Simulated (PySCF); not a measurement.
**GaC⁻ from Hartree–Fock to correlated methods**

State: ³Π (triplet), unpaired electrons σ ↑, π ↑. Set-up: PySCF, spin-free X2C with a Gaussian nucleus, basis sets Ga aug-cc-pVDZ-DK, C aug-cc-pVDZ-DK. De refers to Ga + C⁻ in their high-spin ground configurations, without counterpoise correction. The functionals are run spin-unrestricted. A positive dipole points towards C; it is taken about the centre of mass and depends on that origin. Levels whose curve was spin-contaminated or gave no clean fit are not listed.

```
       Level  Re (Å)  ωe (cm⁻¹)  De (eV)  μ (D)
        ROHF   1.905        650      n/a  -3.61
    ROHF-MP2   1.928        631     2.57    n/a
ROHF-SCS-MP2   1.932        624      n/a    n/a
         LDA   1.878        645     3.53  -3.60
         PBE   1.912        608     2.99  -3.66
      revPBE   1.924        593     2.78  -3.65
        PBE0   1.905        603     2.72  -3.62
```

(1) What does a quarter of exact exchange do here, going from PBE to PBE0?

Correlated steps freeze 10 core orbitals. Correlated levels converge slowly with the basis: in double zeta they bind strong bonds too weakly, by up to about 1 eV, and carry superposition errors of some tenths. Spin–orbit coupling is left out. For an ion De counts to the pair picked by the measured ionisation energies or electron affinities, which need not be the lowest pair at this level. The highest Kohn–Sham level is positive in this anion. Much of that is self-interaction error, but it also means that the finite basis helps to hold the extra electron. UHF is strongly spin-contaminated for GaC⁻, so the ROHF reference used there is far from stable. The state was picked by a PBE0 search and need not be the measured ground state.

The whole job (state search and all levels along the bond) took about 3.3 min on 1 thread of Arm Neoverse V1 (shared host), peak memory 0.86 GiB.

## Answers

(1) PBE0 less PBE: -0.7 pm in Re, -0.8 % in ωe, -0.27 eV in De. Exact exchange removes part of the self-interaction that spreads semilocal densities, and in most molecules shortens and stiffens the bond and lowers De; here ωe goes the other way.
